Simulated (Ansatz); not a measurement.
Program: Ansatz. Geometries: PBE0-D4/def2-TZVP. ΔE: electronic, gas phase. CBS: MP2 limit from def2 TZ/QZ plus the TZ coupled-cluster correction, frozen cores. Functionals use def2-TZVPP. B3LYP here is the variant with VWN-RPA as its local correlation; programs differ in this. Elements past krypton have def2 core potentials. For As, Cd outer-core shells are correlated without core-valence functions, which leaves a few kJ/mol of doubt a bond. Scalar relativity is left out up to krypton. One conformer a species, not always the lowest.

Reaction (substitution at a C–C bond): `C[CH2][Cd][NH2]` + `[SiH3]N[AsH2]` → `C[AsH]N[SiH3]` + `[CH3][Cd][NH2]`

```json
{"level": "revPBE-D4", "ΔE (kJ/mol)": "-40.6"}
{"level": "BLYP-D4", "ΔE (kJ/mol)": "-40.6"}
{"level": "B3LYP", "ΔE (kJ/mol)": "-37.8"}
{"level": "CAM-B3LYP", "ΔE (kJ/mol)": "-38.1"}
```

(1) What does CCSD(T)/CBS give? (Best estimate.)

Largest T1 diagnostic among the species: 0.013.

Results:

(1) Computed: -42.9 kJ/mol. The listed levels differ from it by 2.3, 2.3, 5.1, 4.8 kJ/mol.

Leaving LDA and LC-ωPBE aside and taking each functional with its dispersion term where it has one, the values, not all of them listed here, spread over 2.7 kJ/mol, from ωB97M-V to CAM-B3LYP-D4. At CCSD(T), def2-SVP lies +20.0 kJ/mol from the extrapolated value and def2-TZVPP −0.1 kJ/mol. In def2-TZVPP, CCSD(T) changes the Hartree–Fock value by −5.6 kJ/mol (the triples alone add −1.1 kJ/mol) and MP2 by −8.8 kJ/mol.
